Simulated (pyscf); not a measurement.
HSe–CH₂–SeH (SMILES [SeH]C[SeH]) → H₂C=Se (SMILES C=[Se]) + H₂Se (SMILES [SeH2]), a multi-bond step (singlet surface; C–Se, C–H, H–Se broken, C–H, H–Se formed). Structures and frequencies: ωB97X-D3(BJ)/def2-SVP in PySCF. MP2 and CC: frozen core, UHF for open shells. ΔMP2 is the change of the MP2 total energy from the triple- to the quadruple-zeta basis. Energies in kcal/mol from the reactant's lowest minimum found.

AM1 to PM7: differences of heats of formation from MOPAC. 

Problem. In single points AM1 puts the saddle at 74.1 kcal/mol and the reaction energy at +38.7 kcal/mol. Should these be trusted to within a few kcal/mol? Compare with CCSD(T)/def2-TZVPP + ΔMP2(QZVPP).

Solution. CCSD(T)/def2-TZVPP + ΔMP2(QZVPP) gives ΔE‡ = 82.8 kcal/mol and ΔE = +24.4 kcal/mol. AM1 lies 8.7 kcal/mol under it in the barrier and 14.2 kcal/mol over it in the reaction energy, so on this step it does not hold to within 3.0 kcal/mol. CCSD(T)/def2-TZVPP + ΔMP2(QZVPP) has limits of its own. The same reactants have a lower exit, to SeH• + •H₂C–SeH (no saddle counted: cutting one bond costs +61.9 kcal/mol at ωB97M-D3(BJ), against +82.6 kcal/mol here). HSe–CH₂–SeH lies 15.2 kcal/mol over its isomer H₃C–Se–SeH (electronic energy, ωB97M-D3(BJ)). One saddle was located; it need not be the lowest between these sides. The CCSD(T) − MP2 part came from Ansatz, without density fitting, on the same reference. The frozen core leaves the outer d or s,p core shells of the metals and heavy elements correlated in the MP2 and CC values, and def2-TZVPP describes them poorly, which can shift differences by a few kcal/mol. In the def2 sets elements up to Kr have no core potential.
